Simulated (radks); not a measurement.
Values are calculated unless marked as measured or tabulated.
Ru V, configuration [Kr] 4d4.

Code: a radial shooting solver on a logarithmic mesh with Libxc functionals. Model: Dirac Kohn-Sham, BLYP, spin-unpolarised, spherical densities, finite nucleus; open shells fill j = l - 1/2 first; Fermi nuclear charge, rms radius 4.4809 fm.

Energy parts (eV):
total: -123223.255
kinetic: 128239.643
electron-nucleus: -296015.371
Hartree: 48160.201
exchange-correlation: -3607.728

Orbitals (lengths in bohr, moments of r in powers of bohr):
orbital,occ.,eigenvalue (eV),<r^4>
1s1/2,2,-21981.54,5.908e-06
2s1/2,2,-3205.000,0.001074
2p1/2,2,-2965.833,0.0007076
2p3/2,4,-2834.842,0.0008012
3s1/2,2,-607.0985,0.05315
3p1/2,2,-514.3372,0.05395
3p3/2,4,-492.0964,0.05971
3d3/2,4,-327.8429,0.05829
3d5/2,6,-323.5062,0.06022
4s1/2,2,-126.7006,1.923
4p1/2,2,-98.5071,2.688
4p3/2,4,-94.9010,2.965
4d3/2,4,-51.8969,8.161
4d5/2,0,-51.4394,8.410

The highest occupied level is 4d3/2 at -51.897 eV. The density falls to 0.001 e/bohr^3 at r = 3.02 bohr. The electron density at the nucleus is 1.101e+05 e/bohr^3. For comparison, the ionisation energy in NIST's Atomic Spectra Database is 59 eV (theoretical). In exact Kohn-Sham theory the highest level is minus the ionisation energy, but local and semilocal functionals leave it too shallow, through self-interaction and a potential that decays too fast; potentials with the right tail come closer. Summed over all electrons, <r^2> = 22.68 bohr^2, which gives a Langevin (diamagnetic) susceptibility term of -18 x 10^-6 cm^3/mol.

Beside tabulated values, note that spin-unpolarised runs miss the spin-polarisation part of the exchange energy of open shells.
